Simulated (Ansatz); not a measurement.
Cl2Pb, triplet, at a GFN2-xTB geometry (such geometries of metal compounds can be far from the true shape) (the spin is typed, not shown lowest) (core potentials on Pb); CASSCF(6,6)/def2-SVP (Ansatz, a first-principles code).

The Ansatz input:
Ansatz 0.2 input:
```yaml
crystal:
  periodic: [false, false, false]
  atoms:
    - {symbol: Pb, position_ang: [0.04286837, -0.04647713, 0.68388959]}
    - {symbol: Cl, position_ang: [0.78419736, 1.08164060, -1.63912696]}
    - {symbol: Cl, position_ang: [-0.99097421, -0.85745682, -1.65963459]}
basis:
  gaussian:
    orbitals: def2-SVP
hamiltonian:
  xc: hf
correlation: {active_space: {window: {electrons: 6, orbitals: 6}}}
magnetization: {spin_polarized: false, initial_magnetization: 2}
```

Output, abridged:

```
Functional definition: HF
668 factors; integrals over basis functions are off by at most 1.6e-4 eV
mean field evaluation 1: about -30218.9886 eV, gradient 9.1e0 eV
mean field evaluation 2: about -30219.1059 eV, gradient 9.3e0 eV
mean field evaluation 4: about -30219.5356 eV, gradient 6.4e-1 eV
mean field evaluation 8: about -30219.5392 eV, gradient 1.1e-1 eV
mean field evaluation 16: about -30218.6345 eV, gradient 1.7e-1 eV
mean field evaluation 32: about -30218.4117 eV, gradient 4.3e0 eV
mean field evaluation 64: about -30218.6349 eV, gradient 1.0e-5 eV
mean field -30219.53930702 eV, -1110.5475859934 hartree, gradient 7.6e-6 eV, S^2 2.000000; 9 other end points of the search recorded, 0 dependent functions left out
reference -30219.53930702 eV, -1110.5475859934 hartree; 29, 27 occupied and 33, 35 virtual orbitals, 668 factors
state -30220.27640158 eV, -1110.5746737190 hartree
2 active orbitals were swapped for others, from the solution at -30220.12223857 eV, -1110.5690083330 hartree to that at -30220.27640158 eV, -1110.5746737190 hartree; typed "places" are swapped only where nearly empty or full, and so, without "given_window_search", are "orbital_numbers", "shells" and a window whose orbitals a file names under [Active]
Total energy: -30220.27640158 eV, -1110.5746737190 hartree
```
